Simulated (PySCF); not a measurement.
Ar⁺ (argon, charge +1) across methods

[Ne] 3s1 3p5 3d1, one real determinant (an excited configuration). Calculation: PySCF 2.14, in aug-cc-pwCVDZ (6s5p3d, 36 functions); no relativity, point nucleus.

| method | E (hartree) | mean ε 3p α (eV) | mean ε 3p β (eV) | mean ε 3d α (eV) | Σ⟨r²⟩ (bohr²) | ⟨S²⟩ |
| --- | --- | --- | --- | --- | --- | --- |
| PBE | -525.5763 | -25.351 | -22.636 | -5.332 | 21.83 | 3.751 |
| revPBE | -525.6928 | -25.334 | -22.591 | -5.336 | 21.83 | 3.751 |
| r2SCAN0 | -525.7087 | -28.110 | -24.028 | -6.819 | 21.90 | 3.753 |
| PBE0 | -525.5950 | -27.533 | -23.921 | -6.692 | 21.84 | 3.752 |
| r2SCAN | -525.7232 | -26.199 | -22.823 | -5.528 | 21.90 | 3.752 |
| UHF | -525.01966 | -33.308 | -26.353 | -10.127 | 22.26 | 3.756 |
| LDA | -524.1569 | -25.391 | -22.751 | -5.221 | 21.89 | 3.751 |

Question: Estimate the same row for LC-wPBE.

Answer: E (hartree) = -525.6197; mean ε 3p α (eV) = -30.458; mean ε 3p β (eV) = -27.046; mean ε 3d α (eV) = -9.531; Σ⟨r²⟩ (bohr²) = 21.74; ⟨S²⟩ = 3.751.

⟨L²⟩ = 7.99 against 12 for a pure F term, so this real determinant mixes terms. The outer electron is Rydberg-like, and this basis confines it to a smaller radius and binds it less than a complete one would.
